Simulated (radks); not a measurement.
The numbers below are computed, except where a source is named.
Spherical quantum dot in the effective-mass picture: electrons in a hard-walled sphere of radius 7.51, with a point charge +2 (a donor) at the centre, all in effective atomic units (hartree* = m*/eps^2 hartree, bohr* = eps/m* bohr), one dielectric constant everywhere. Level of theory: non-relativistic Kohn-Sham, LDA (Slater exchange, Perdew-Wang correlation), spin-polarised, spherical densities (a radial shooting solver with Libxc functionals). Levels are named by radial order and angular momentum (1s, 1p, 1d, 2s, ...), and open shells are averaged over m. Results are scaled to m* = 0.521 and eps = 5.6, for which hartree* = 452.1 meV and bohr* = 0.5688 nm.

N = 4, configuration 1s2 2s2. This is the lowest configuration that the search found. Occupied and some empty levels:

level,occupation,eigenvalue (meV),<r> (nm)
1s,2,-38.564,0.5685
2s,2,170.17,2.560
1p,0,187.93,2.582
1d,0,237.78,2.817
1f,0,297.97,2.965
2p,0,340.06,2.169
1g,0,368.89,3.076

Energy (meV): total -1091.42, kinetic 1408.3, external -3466.6, Hartree 1527.4, exchange-correlation -560.53.
